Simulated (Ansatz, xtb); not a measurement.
## Two structures of C2H7FInO+

Structure a: a singlet given by its coordinates. Structure b: a singlet given by its coordinates. Both are isolated ions in the gas phase, relaxed with PBE-D3(BJ)/def2-SVP.

a (Å):

```xyz
12

C    -1.7527   -0.2028   -0.4001
C    -0.8105    0.8698   -0.9179
F     2.1406    1.2350    1.8654
In    0.8787    1.2780    0.3833
O     2.3301    2.8835   -0.3392
H    -1.2688   -1.1925   -0.2950
H    -2.5679   -0.3184   -1.1474
H    -2.2317    0.0665    0.5606
H    -1.2733    1.8732   -1.0147
H    -0.3079    0.6111   -1.8722
H     2.4495    3.4912   -1.0954
H     3.0694    3.0211    0.2907
```

Close contacts (Å): C1–C2 1.52, C2–In4 2.17, F3–In4 1.95, In4–O5 2.28, C1–H6 1.11, C1–H7 1.11, C1–H8 1.11, C2–H9 1.11, C2–H10 1.11, O5–H11 0.98, O5–H12 0.98.

b (Å):

```xyz
12

C    -2.2897    0.2813   -1.7482
C     1.6893    0.2494    0.1774
F     0.9734   -1.9961   -3.0669
In    0.9948   -0.8106   -1.5277
O    -1.1254   -0.4840   -2.1568
H    -2.5902    0.9740   -2.5579
H    -2.0011    0.8625   -0.8543
H    -3.1210   -0.4034   -1.4913
H    -1.3018   -1.0323   -2.9520
H     2.6993   -0.1309    0.4150
H     1.7111    1.3209   -0.0959
H     0.9737    0.0493    0.9964
```

Close contacts (Å): C1–O5 1.45, C2–In4 2.12, F3–In4 1.94, In4–O5 2.24, C1–H6 1.11, C1–H7 1.10, C1–H8 1.11, C2–H10 1.11, C2–H11 1.11, C2–H12 1.11, O5–H9 0.98.

Q: Estimate E(b) − E(a) at the level CCSD(T)/def2-SVP + ΔMP2/def2-TZVPP.

A: Calculated at CCSD(T)/def2-SVP + ΔMP2/def2-TZVPP: E(b) − E(a) = +8.1 kcal/mol, so structure a lies lower.

How the difference moves with the method:

```json
{"level": "PBE-D3(BJ)/def2-SVP", "geometry": "PBE-D3(BJ)/def2-SVP", "E(b) − E(a) (kcal/mol)": "+8.6", "departure from the last row (kcal/mol)": "+0.5", "job, with rough time for the two": "optimisation, 92 s"}
{"level": "HF/def2-SVP", "geometry": "PBE-D3(BJ)/def2-SVP", "E(b) − E(a) (kcal/mol)": "+3.9", "departure from the last row (kcal/mol)": "−4.2", "job, with rough time for the two": "part of the CCSD(T) run"}
{"level": "MP2/def2-SVP", "geometry": "PBE-D3(BJ)/def2-SVP", "E(b) − E(a) (kcal/mol)": "+8.3", "departure from the last row (kcal/mol)": "+0.2", "job, with rough time for the two": "part of the CCSD(T) run"}
{"level": "CCSD(T)/def2-SVP", "geometry": "PBE-D3(BJ)/def2-SVP", "E(b) − E(a) (kcal/mol)": "+7.0", "departure from the last row (kcal/mol)": "−1.1", "job, with rough time for the two": "single point"}
{"level": "CCSD(T)/def2-SVP + ΔMP2/def2-TZVPP", "geometry": "PBE-D3(BJ)/def2-SVP", "E(b) − E(a) (kcal/mol)": "+8.1", "departure from the last row (kcal/mol)": "", "job, with rough time for the two": "single point, 59 s"}
```

The levels shown agree on the order. The largest departure from CCSD(T)/def2-SVP + ΔMP2/def2-TZVPP is that of HF/def2-SVP, 4.2 kcal/mol. Levels run at GFN2-xTB geometries aren't shown. The last row adds to CCSD(T) the change of the MP2 difference between the two basis sets, here +1.1 kcal/mol.

With harmonic frequencies from PBE-D3(BJ)/def2-SVP (ideal gas, rigid rotor, one conformer each, 298.15 K, 1 atm): on the last row, ΔE + ΔZPE = +8.4 kcal/mol. A mode under 50 cm⁻¹ makes harmonic enthalpies and free energies unreliable, so none is given.

The correlated steps freeze 8 core orbitals; the filled d shell of In is correlated, in a basis made for valence electrons. Atoms past krypton carry core potentials in the def2 sets and no spin–orbit term is included. Programs: Ansatz 0.2.0; the last row on 2 threads of Intel(R) Xeon(R) Platinum 8259CL CPU @ 2.50GHz (Skylake/Cascade Lake) on a shared host.
